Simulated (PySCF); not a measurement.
AlBClGeH₃, CH₆AlGeN, AlGeH₅N (calculated)

Computed with PySCF 2.14.0. Calculation on a computer-drawn molecule: the log of a Hartree-Fock and frozen-core CCSD(T) single point meant for a local Hartree-Fock minimum, with one planted fault or none, to be diagnosed. Offsets are logged minus clean, where the clean run is the same molecule without the fault. The reference is restricted for singlets and unrestricted otherwise, and also for a bond in bohr or an excited solution. Adding or removing an electron swaps singlet and doublet. The excited solution moves the top pair (singlet) or top alpha electron (doublet) to the lowest empty orbital. Highest occupied and lowest empty are orbital energies over both spins, largest force is the largest gradient component, triples share is (T) over the correlation energy, the T1 limit is 0.02 restricted and 0.045 unrestricted, electrons count all cores, a negative frequency is imaginary (commonest isotopes), and the dipole is about the centre of nuclear charge; on germanium a core potential holds 10 electrons, which the energies leave out, and 3d is frozen in MP2 and coupled-cluster steps.

Common to all runs: meant multiplicity 1; meant basis cc-pV(D+d)Z; meant basis and core potential on germanium cc-pVDZ-PP ECP10MDF; logged SCF converged yes; logged CC converged yes; logged SCF stable within its kind yes; possible faults no fault, one electron removed, one electron added, multiplicity raised by two, geometry at a saddle point, SCF held on an excited solution, minimal basis STO-3G, one bond length entered in bohr, all coordinates scaled.

```yaml
- entry: 1
  formula: AlBClGeH3
  logged_structure:
    atoms_angstrom:
      - [Al, -0.8425, -0.8, 2.2184]
      - [Ge, -0.8393, -0.0971, -0.0187]
      - [B, 0.9491, 0.5231, 0.1567]
      - [Cl, 2.2154, -0.4665, -0.2084]
      - [H, -1.32, 0.1024, 3.2663]
      - [H, -0.4819, -2.1796, 2.5392]
      - [H, 1.2092, 1.5612, 0.4376]
  given:
    meant_charge: 0
    logged_electrons: 70
    logged_basis_functions: 98
    logged_spin_squared: 0.0
    "logged_highest_occupied [eV]": -8.4719
    "logged_lowest_empty [eV]": 0.086623
    "logged_largest_force [hartree/bohr]": 0.067972
    logged_T1_diagnostic: 0.016888
    logged_D1_diagnostic: 0.054452
    logged_triples_share: 0.030289
    "logged_dipole_magnitude [debye]": 0.85591
    "logged_energy_HF [hartree]": -1021.19424
    "logged_energy_CCSD(T) [hartree]": -1021.61975
    drawn_bonds_atom: [1, 2, 3, 1, 1, 3]
    drawn_bonds_other_atom: [2, 3, 4, 5, 6, 7]
    drawn_bonds_order: [1, 1, 1, 1, 1, 1]
  results:
    planted_fault: "all coordinates scaled, by -7.6 %"
    "HF_energy_offset_from_clean_run [kcal/mol]": 22.84
    "CCSD(T)_energy_offset_from_clean_run [kcal/mol]": 22.82
- entry: 2
  formula: CH6AlGeN
  logged_structure:
    atoms_angstrom:
      - [Al, 0.1383, -1.6733, -0.0123]
      - ["N", -0.1155, 0.058, -0.5745]
      - [C, -0.3724, 1.1149, 0.1788]
      - [Ge, -0.2805, 3.0322, -0.3314]
      - [H, 0.0539, -1.8964, 1.5349]
      - [H, 0.3945, -2.7317, -1.1385]
      - [H, -0.0798, 0.2856, -1.5565]
      - [H, -0.4241, 0.8707, 1.2437]
      - [H, -0.9006, 2.8589, -1.7683]
      - [H, -1.5371, 3.4706, 0.4932]
  given:
    meant_charge: 0
    logged_electrons: 63
    logged_basis_functions: 104
    logged_spin_squared: 0.7618
    "logged_highest_occupied [eV]": -15.166
    "logged_lowest_empty [eV]": -5.2463
    "logged_largest_force [hartree/bohr]": 0.059909
    logged_T1_diagnostic: 0.018711
    logged_D1_diagnostic: 0.086061
    logged_triples_share: 0.031152
    "logged_dipole_magnitude [debye]": 2.2314
    "logged_energy_HF [hartree]": -630.84303
    "logged_energy_CCSD(T) [hartree]": -631.33986
    drawn_bonds_atom: [1, 2, 3, 1, 1, 2, 3, 4, 4]
    drawn_bonds_other_atom: [2, 3, 4, 5, 6, 7, 8, 9, 10]
    drawn_bonds_order: [1, 1, 2, 1, 1, 1, 1, 1, 1]
  results: {}
- entry: 3
  formula: AlGeH5N
  logged_structure:
    atoms_angstrom:
      - [Al, -1.0478, 0.6893, -0.3528]
      - ["N", -0.1657, -0.9016, -0.804]
      - [Ge, 0.9484, -1.8499, 0.127]
      - [H, -0.6536, 1.1406, 1.0893]
      - [H, -1.9831, 1.2568, -1.4578]
      - [H, -0.3523, -1.2819, -1.7225]
      - [H, 1.2963, -1.3721, 1.5126]
      - [H, 1.5336, -3.1096, -0.4612]
  given:
    meant_charge: 1
    logged_electrons: 56
    logged_basis_functions: 85
    logged_spin_squared: 2.1214
    "logged_highest_occupied [eV]": -9.9299
    "logged_lowest_empty [eV]": -9.5228
    "logged_largest_force [hartree/bohr]": 0.090358
    logged_T1_diagnostic: 0.067479
    logged_D1_diagnostic: 0.33615
    logged_triples_share: 0.035763
    "logged_dipole_magnitude [debye]": 9.5754
    "logged_energy_HF [hartree]": -592.22406
    "logged_energy_CCSD(T) [hartree]": -592.59219
    drawn_bonds_atom: [1, 2, 1, 1, 2, 3, 3]
    drawn_bonds_other_atom: [2, 3, 4, 5, 6, 7, 8]
    drawn_bonds_order: [1, 1, 1, 1, 1, 1, 1]
  results: {}
  notes: ["T1 above single-reference limit"]
```

## Withheld values
1. CH₆AlGeN (entry 2): planted fault?
2. Which fault was planted in the run of AlGeH₅N (entry 3)?

## Answers
1. one electron removed
2. multiplicity raised by two

Further results for CH₆AlGeN (entry 2):

* HF energy offset from clean run: 139.1 kcal/mol
* CCSD(T) energy offset from clean run: 160.7 kcal/mol

Further results for AlGeH₅N (entry 3):

* HF energy offset from clean run: 130.5 kcal/mol
* CCSD(T) energy offset from clean run: 128.5 kcal/mol
